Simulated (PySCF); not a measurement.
First SCF of a structure search on singlet ScF₃, at a hand-made trigonal pyramidal geometry. PySCF input:

```python
from pyscf import gto, scf, dft
mol = gto.M(atom='''
Sc     0.000000     0.000000     0.000000
F      1.871800     0.000000     0.995300
F     -0.935900     1.621100     0.995300
F     -0.935900    -1.621100     0.995300''',
    basis={'Sc': 'def2-TZVP', 'F': 'def2-TZVP'},
    charge=0, spin=0)
mf = dft.RKS(mol, xc='PBE0')
mf.grids.atom_grid = (50, 194)
aux = {'Sc': 'def2-universal-JKFIT', 'F': 'def2-universal-JKFIT'}
mf = mf.density_fit(auxbasis=aux)
mf.conv_tol = 1e-08
mf.diis_space = 10
mf.max_cycle = 60
mf.init_guess = 'minao'
mf.verbose = 4
mf.kernel()
```

Excerpt of the output (cycles and frontier levels):

```
init E= -1059.44513304547
  HOMO = -0.539690825793869  LUMO = -0.302128051580823  gap/eV = 6.46441
cycle= 1 E= -1059.86986526216  delta_E= -0.425  |g|= 0.988  |ddm|= 2.27
  HOMO = -0.20232422377766  LUMO = -0.183672838681405  gap/eV = 0.50753
cycle= 2 E= -1056.32143139965  delta_E= 3.55  |g|= 5.01  |ddm|= 2.13
  HOMO = -0.303017123053886  LUMO = -0.106129873041626  gap/eV = 5.35757
cycle= 3 E= -1060.00170573692  delta_E= -3.68  |g|= 0.575  |ddm|=  1.7
  HOMO = -0.361510040500451  LUMO = -0.168200717300469  gap/eV = 5.26021
cycle= 4 E= -1060.03967455015  delta_E= -0.038  |g|= 0.198  |ddm|= 0.327
  HOMO = -0.366280100235912  LUMO = -0.152174772338821  gap/eV = 5.82610
cycle= 5 E= -1060.04755470211  delta_E= -0.00788  |g|= 0.0339  |ddm|= 0.0892
  HOMO = -0.369209097722298  LUMO = -0.149481263477553  gap/eV = 5.97910
cycle= 6 E= -1060.0477991871  delta_E= -0.000244  |g|= 0.00267  |ddm|= 0.0211
  HOMO = -0.369212413168892  LUMO = -0.149701928557583  gap/eV = 5.97318
cycle= 7 E= -1060.04780049321  delta_E= -1.31e-06  |g|= 0.00105  |ddm|= 0.00169
  HOMO = -0.36919891242331  LUMO = -0.149750873885162  gap/eV = 5.97149
cycle= 8 E= -1060.0478006087  delta_E= -1.15e-07  |g|= 0.000782  |ddm|= 0.000766
  HOMO = -0.369195116850385  LUMO = -0.149752254885526  gap/eV = 5.97134
cycle= 9 E= -1060.04780070934  delta_E= -1.01e-07  |g|= 6.38e-05  |ddm|= 0.000368
  HOMO = -0.369190174116577  LUMO = -0.149743904390029  gap/eV = 5.97144
cycle= 10 E= -1060.0478007108  delta_E= -1.46e-09  |g|= 9.57e-06  |ddm|= 8.54e-05
  HOMO = -0.369188512408198  LUMO = -0.149744596880477  gap/eV = 5.97137
Extra cycle  E= -1060.04780071076  delta_E= 3.62e-11  |g|= 2.01e-05  |ddm|= 1.54e-05
converged SCF energy = -1060.04780071076
```

No lower solution of this spin was found from smeared starts or by a stability analysis within the restricted form, which does not test spin polarisation.

The search for the lowest solution, 3 starts and the stability check together, took 6.5 s on 4 threads of a shared Intel Xeon 6975P-C (Granite Rapids) host, with 138 basis functions; the process peaked at 0.56 GiB.
